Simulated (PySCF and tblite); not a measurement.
Values are calculated unless marked as measured or tabulated.
Molecule: C3H12AsBO, numbered as in [CH3:1][AsH:2][BH2-:3][O+:4]([CH3:5])[CH3:6]; H named by carrier, a and b as here (out-of-plane angle -22°, Å):

```
C1       2.272   -0.343   -0.484
As2      1.779    0.552    1.234
B3      -0.127   -0.180    1.547
O4      -1.188   -0.062    0.282
C5      -1.248   -1.101   -0.672
C6      -1.329    1.223   -0.283
H1a      2.289   -1.421   -0.325
H1b      3.271   -0.037   -0.795
H1c      1.591   -0.126   -1.307
H2       1.388    1.863    0.557
H3a     -0.695    0.443    2.389
H3b     -0.113   -1.345    1.785
H5a     -2.220   -1.074   -1.175
H5b     -1.140   -2.040   -0.135
H5c     -0.455   -1.018   -1.421
H6a     -0.493    1.467   -0.948
H6b     -1.346    1.934    0.541
H6c     -2.268    1.279   -0.841
```

The mean out-of-plane torsion at O4 (0° is planar) is held and the rest relaxed at GFN2-xTB. Energies: revPBE/pcSseg-1 + D3(BJ). Couplings: B3LYP/pcseg-1 with H pcJ-1 B pcJ-1, gas phase, for ¹H, ¹¹B. Programs: tblite and PySCF.

One held structure gave ¹J(B3,H3a) = 130.0, ¹J(B3,H3b) = 126.6, ²J(H3a,H3b) = -9.9, ³J(H2,H3a) = 3.2, ³J(H2,H3b) = 10.8, ²J(B3,H2) = -4.5 Hz.

(1) At which out-of-plane angle was it held?
A. 23°
B. 0°
C. 38°
D. -22°
E. -37°

Spin–orbit effects of heavy atoms are missing.

## Answers

(1) B. It lies 1.75 kcal/mol above the lowest point.
